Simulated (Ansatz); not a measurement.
ClH2O2SSi (`O[Si](O)([S])Cl`) radical, relaxed with UKS PBE0-D4/def2-TZVP in Ansatz from a PBE-D4/def2-SVP geometry. The force threshold is 0.005 eV/Å; the program also tests the step.

The species carries charge 0 and has multiplicity 2.

Start:

```xyz
7

O     0.594   -1.057    0.717
Si   -0.217    0.201   -0.014
O    -0.043   -0.046   -1.643
S    -2.220    0.536    0.545
Cl    0.596    2.035    0.583
H     0.569   -1.066    1.691
H     0.721   -0.603   -1.880
```

```tsv
step	energy (eV)	largest force (eV/Å)	largest move (Å)
1	-35353.8053	1.052	0.000
2	-35353.8620	0.600	0.038
3	-35353.8757	0.122	0.021
4	-35353.8769	0.062	0.007
5	-35353.8782	0.086	0.015
6	-35353.8786	0.042	0.009
7	-35353.8787	0.022	0.012
8	-35353.8787	0.007	0.004
9	-35353.8787	0.004	0.002
```

End:

```xyz
7

O     0.555   -1.031    0.724
Si   -0.203    0.209   -0.011
O    -0.046   -0.050   -1.603
S    -2.214    0.491    0.527
Cl    0.631    1.995    0.564
H     0.568   -1.043    1.683
H     0.710   -0.571   -1.884
```

Run time 84 s (4 threads of a server CPU on a shared host); peak host memory 0.94 GiB.
